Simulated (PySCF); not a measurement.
F₂GeH₂S₂, SMILES [F][Ge]([F])([SH])[SH].

Geometry optimised at ωB97X-D3(BJ)/def2-SVP. This is a generated structure with no PubChem entry under its InChIKey; it may be hypothetical. Other conformers were not sampled.

The numbers are results of PBE0/def2-TZVP in PySCF, not measurements.

Symmetry labels are those of the subgroup C2 that the program uses (full group C2).

List the valence orbital energies around the gap with their symmetry. (The exact figures need the calculation; the answer reports its results.)


```json
[
 {"orbital": "HOMO−7", "symmetry": "A", "energy (eV)": "-12.16"},
 {"orbital": "HOMO−6", "symmetry": "B", "energy (eV)": "-11.90"},
 {"orbital": "HOMO−5", "symmetry": "A", "energy (eV)": "-11.80"},
 {"orbital": "HOMO−4", "symmetry": "B", "energy (eV)": "-11.61"},
 {"orbital": "HOMO−3", "symmetry": "A", "energy (eV)": "-11.27"},
 {"orbital": "HOMO−2", "symmetry": "B", "energy (eV)": "-9.76"},
 {"orbital": "HOMO−1", "symmetry": "A", "energy (eV)": "-8.57"},
 {"orbital": "HOMO", "symmetry": "B", "energy (eV)": "-8.35"},
 {"orbital": "LUMO", "symmetry": "A", "energy (eV)": "-1.30"},
 {"orbital": "LUMO+1", "symmetry": "A", "energy (eV)": "-0.28"},
 {"orbital": "LUMO+2", "symmetry": "B", "energy (eV)": "0.01"},
 {"orbital": "LUMO+3", "symmetry": "B", "energy (eV)": "0.50"}
]
```
